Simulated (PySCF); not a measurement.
## Excitation energy of Bi⁺ by level of theory

Bi⁺ [Xe] 4f14 5d10 6s2 6p2 (3P) → Bi⁺ [Xe] 4f14 5d10 6s1 6p2 6d1 (high-spin determinant), as a difference of total energies. All numbers are calculated (PySCF 2.14, scalar relativity by spin-free X2C-1e, in x2c-TZVPPall with one added diffuse shell each of s, p, d, f type (12s8p7d4f, 99 functions)). Correlated levels: valence and next inner shell: [Kr] 4d10 4f14 frozen. The calculations carry no spin-orbit coupling.

```tsv
method	excitation energy (cm⁻¹)
UHF	132830
MP2 (valence and next inner shell)	147690
SCS-MP2 (valence and next inner shell)	148360
CCSD (valence and next inner shell)	144620
CCSD(T) (valence and next inner shell)	144730
```

Spin-orbit coupling is strong in these open shells (close to jj coupling). The scalar numbers leave it out and a first-order estimate fails, so it can dominate the gap to the real levels.

The upper state lies above the first ionisation limit.

The promoted electron is Rydberg-like, and one or two diffuse shells describe it only roughly, which tends to raise the upper state.

The determinant of the upper state mixes LS terms, which raises its energy above the lowest term, most at the Hartree-Fock and MP2 levels.
